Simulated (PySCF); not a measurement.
Nb(NH)(F)2(OH) (F2H2NNbO), SMILES [NH]=[Nb]([F])([F])[OH], multiplicity 1. The structure is a stationary point at B3LYP-D3(BJ)/def2-SVP. The multiplicity is an assumed one; no other spin state was optimised. The structure was generated by enumeration; whether it is a known compound was not checked. The def2 effective core potentials stand for the cores of Nb; spin–orbit coupling is left out. The values are those of a single conformer.

Computed equilibrium geometry at B3LYP-D3(BJ)/def2-SVP (PySCF confirms it by a frequency run) as Cartesian coordinates in Å, and its point group (one conformer of several):
point group Cs.
```xyz
7

Nb     0.0159     0.0076     0.0000
N     -0.0603     1.7539     0.0000
H     -0.0608     2.7702     0.0000
F      0.9154    -0.5461     1.5594
F      0.9154    -0.5461    -1.5594
O     -1.7534    -0.6619     0.0000
H     -2.6194    -0.2357     0.0000
```
